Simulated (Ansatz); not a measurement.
**Worked example: GeH3(CH3) + SiI4 → GeH2(CH3)I + SiHI3**

Species: GeH3(CH3) (methyl germane), singlet; SiI4 `I[Si](I)(I)I`, singlet; GeH2(CH3)I, singlet; SiHI3 `I[SiH](I)I`, singlet. The partners trade H for I: Ge–H and Si–I bonds give way to Ge–I and Si–H.

Shapes, held fixed at every level: PBE0-D4/def2-TZVP. Programs: Ansatz 0.2.0. The zero-point and thermal change to 298 K, harmonic and unscaled (PBE0-D4/def2-TZVP), is +1.1 kJ/mol.

At CCSD(T)/def2-TZVPP; 1 Eh = 2625.50 kJ/mol:

```
   species   energy (Eh)
 GeH3(CH3)  -2117.237880
      SiI4  -1477.777190
GeH2(CH3)I  -2413.827914
     SiHI3  -1181.193004
```

**Question.** Work out ΔH(298 K) of the reaction at this level.

**Answer.** 
1. Products less reactants: (-2413.827914) + (-1181.193004) − [(-2117.237880) + (-1477.777190)] = -0.005848 Eh = -15.4 kJ/mol.
2. With the thermal change: -15.4 + (+1.1) = -14.3 kJ/mol.

Other levels give -39.8 (HF/def2-SVP) to -12.1 kJ/mol (BHLYP-D4/def2-TZVPP). No measured value is set beside it here. For atoms past krypton def2 sets carry core potentials with scalar relativity. Relativity is left out for Ge. Outer-core shells of Ge, I are correlated, in sets that cover them unevenly.
